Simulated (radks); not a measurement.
Values are calculated unless marked as measured or tabulated.
The chlorine anion Cl-, [Ar], held by a Watson sphere: a shell of charge +1 at radius R that stands for the Madelung well of a crystal (potential energy -1/R inside, -1/r outside, in hartree with lengths in bohr). Code: a radial shooting solver on a logarithmic mesh with Libxc functionals. Model: non-relativistic Kohn-Sham, LDA (Slater exchange, Perdew-Wang correlation), spin-unpolarised, spherical densities, point nucleus. Response by self-consistent Sternheimer equations with the Hartree and adiabatic LDA kernel. The sphere does not respond.

| R (bohr) | e(2p) (eV) | e(3s) (eV) | e(3p) (eV) | <r> 3p (bohr) | sum of <r^2> (bohr^2) | X-ray form factor at sin(theta)/lambda = 0.1 1/angstrom | alpha (bohr^3) |
|---|---|---|---|---|---|---|---|
| 2.76 | -189.08 | -19.307 | -7.952 | 1.952 | 35.42 | 15.793 | 22.75 |
| 2.92 | -188.92 | -19.035 | -7.700 | 1.965 | 35.88 | 15.773 | 23.89 |
| 2.98 | -188.86 | -18.937 | -7.607 | 1.969 | 36.04 | 15.767 | 24.32 |
| 3.2 | -188.63 | -18.589 | -7.275 | 1.984 | 36.58 | 15.745 | 25.90 |
| 3.75 | -188.02 | -17.812 | -6.511 | 2.012 | 37.68 | 15.704 | 29.73 |
| 3.81 | -187.96 | -17.734 | -6.434 | 2.014 | 37.78 | 15.700 | 30.13 |
| 3.87 | -187.89 | -17.658 | -6.359 | 2.017 | 37.88 | 15.697 | 30.53 |
| 4.4 | -187.35 | -17.042 | -5.742 | 2.033 | 38.60 | 15.674 | 33.83 |
